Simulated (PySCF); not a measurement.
# Bond length, frequency and bond energy of BeGe⁺ by level of theory

State: ²Π (doublet), unpaired electrons π ↑. Set-up: Be pcseg-1, Ge pcseg-1; no relativity (PySCF 2.14). De refers to Be + Ge⁺ in their high-spin ground configurations, without counterpoise correction. The functionals are run spin-unrestricted. A positive dipole points towards Ge; it is taken about the centre of mass and depends on that origin.

```csv
Level,Re (Å),ωe (cm⁻¹),De (eV),μ (D),"CPU s a point (SCF and correlation, without the integrals)"
UHF,2.468,323,1.19,-6.55,0.1
UHF-MP2,2.399,376,1.50,n/a,0.15
UHF-SCS-MP2,2.425,351,1.37,n/a,n/a
UHF-CCSD,2.454,351,1.25,n/a,n/a
UHF-CCSD(T),2.444,357,1.32,n/a,1.6
LDA,2.323,434,2.42,-5.75,0.31
PBE,2.363,405,2.06,-5.58,0.57
PBEsol,2.349,417,2.21,-5.70,0.42
r²SCAN,2.345,416,2.13,-6.08,0.82
PBE0,2.361,398,1.93,-5.94,0.88
HSE06,2.360,400,1.97,-5.92,1.2
M06-2X,2.399,366,1.64,-5.89,0.88
```

Q: Which functional lies closest to UHF-CCSD(T) in De, which farthest, and by how much do they differ from it?

A: Closest is M06-2X (-4.5 pm in Re, +2.5 % in ωe, +0.32 eV in De against UHF-CCSD(T) in the same basis), farthest LDA (-12.1 pm in Re, +21.6 % in ωe, +1.10 eV in De). CCSD(T) converges more slowly with the basis than the functionals do and binds too weakly in this one, so the order can change at the basis-set limit.

Q: What does a quarter of exact exchange do here, going from PBE to PBE0?

A: PBE0 less PBE: -0.2 pm in Re, -1.7 % in ωe, -0.13 eV in De. Exact exchange removes part of the self-interaction that spreads semilocal densities, and in most molecules shortens and stiffens the bond and lowers De; here ωe goes the other way.

Q: What does the step from GGA to meta-GGA do here, going from PBE to r²SCAN?

A: r²SCAN less PBE: -1.8 pm in Re, +2.7 % in ωe, +0.07 eV in De. 

Correlated steps freeze 9 core orbitals. Correlated levels converge slowly with the basis: in double zeta they bind strong bonds too weakly, by up to about 1 eV, and carry superposition errors of some tenths. Spin–orbit coupling is left out. For an ion De counts to the pair picked by the measured ionisation energies or electron affinities, which need not be the lowest pair at this level. The state was picked by a PBE0 search and need not be the measured ground state.

The whole job (state search and all levels along the bond) took about 1.7 min on 1 thread of Intel Xeon Platinum 8375C @ 2.90GHz (shared host), peak memory 0.43 GiB.
